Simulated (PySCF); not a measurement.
Correlation energy of Pd²⁺ (palladium, charge +2)

[Kr] 4d7 5s1, 5s spin antiparallel (an excited configuration). Calculation: PySCF 2.14, in def2-TZVPPD with the def2 core potential (28 electrons) (6s4p3d2f1g, 56 functions); scalar relativity through the core potential. Frozen: 4s2 4p6; 8 electrons correlated.

MP2 pair energies summed by pair of shells (mhartree):

```tsv
pair	energy	share (%)
4d-4d	-150.49	81.3
4d-5s	-34.58	18.7
```

Total MP2 correlation energy: -185.07 mhartree.

Same-spin part -73.33 and opposite-spin part -111.75 mhartree; SCS-MP2 scales them by 1/3 and 6/5 to -158.54 mhartree.
